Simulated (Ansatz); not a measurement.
Computed with Ansatz on PBE0-D4/def2-TZVP structures; ΔE is electronic, products minus reactants. CBS: MP2 limit from def2 TZ/QZ plus the TZ coupled-cluster correction, frozen cores. Functionals use def2-TZVPP. One conformer a species, not always the lowest.

Consider the ligand exchange at the Si–C bond: `CC=C=C[SiH3]` + `OCS` → `OCS[SiH3]` + `C=C=CC`.

`CC=C=C[SiH3]`:

Cartesian coordinates in Å:
```
C 1.447 -0.136 -1.916
C 0.314 0.635 -1.310
C 0.039 0.669 -0.039
C -0.258 0.662 1.230
Si -1.418 -0.604 1.945
H 2.133 0.532 -2.445
H 2.010 -0.674 -1.154
H 1.074 -0.861 -2.646
H -0.320 1.211 -1.981
H 0.186 1.418 1.878
H -0.736 -1.398 3.003
H -1.875 -1.511 0.863
H -2.595 0.057 2.571
```

`OCS`:

Z-matrix (Å, degrees):
```
C
S 1 1.793
O 1 1.405 2 110.6
H 1 1.095 2 109.2 3 123.4
H 1 1.097 2 104.5 3 -120.8
H 2 1.343 1 96.4 3 -70.0
H 3 0.962 1 108.1 2 177.5
```

`OCS[SiH3]`:

Z-matrix (Å, degrees):
```
C
S 1 1.838
O 1 1.389 2 114.6
H 1 1.096 2 108.3 3 126.8
H 1 1.090 2 105.2 3 -117.2
Si 2 2.126 1 98.7 3 -86.6
H 3 0.962 1 109.1 2 62.5
H 6 1.487 2 111.4 1 -64.8
H 6 1.482 2 107.2 1 174.2
H 6 1.491 2 110.7 1 54.8
```

`C=C=CC`:

```xyz
10

C     1.181   -0.263    1.714
C     0.594    0.171    0.637
C     0.005    0.602   -0.440
C    -1.031   -0.156   -1.210
H     0.770   -0.065    2.699
H     2.102   -0.835    1.663
H     0.284    1.586   -0.813
H    -1.968    0.407   -1.258
H    -1.234   -1.124   -0.752
H    -0.703   -0.323   -2.240
```

Problem. Is it downhill or uphill in electronic energy at CCSD(T)/CBS, and by how much? (Estimate.)

Solution. Computed: Downhill: ΔE = -11.9 kcal/mol.

Problem. What do these levels give: PBE-D4, BLYP-D4, r2SCANh-D4, ωB97M-V, BLYP, r2SCANh, MP2/def2-SVP, CCSD(T)/def2-SVP, SCS-MP2/def2-TZVPP, CCSD(T)/def2-TZVPP, HF/CBS(def2), MP2/CBS(def2)? (Best estimate.)

Solution. The calculation gave: PBE-D4 -12.9, BLYP-D4 -12.2, r2SCANh-D4 -12.7, ωB97M-V -11.8, BLYP -11.6, r2SCANh -12.7, MP2/def2-SVP -10.2, CCSD(T)/def2-SVP -10.4, SCS-MP2/def2-TZVPP -10.9, CCSD(T)/def2-TZVPP -11.3, HF/CBS(def2) -10.4, MP2/CBS(def2) -12.0 kcal/mol.

Largest T1 diagnostic among the species: 0.012.

Leaving LDA and LC-ωPBE aside and taking each functional with its dispersion term where it has one, the values, not all of them listed here, spread over 1.8 kcal/mol, from revPBE-D4 to CAM-B3LYP-D4. In def2-TZVPP, CCSD(T) changes the Hartree–Fock value by −0.7 kcal/mol (the triples alone add −0.3 kcal/mol) and MP2 by −0.8 kcal/mol.
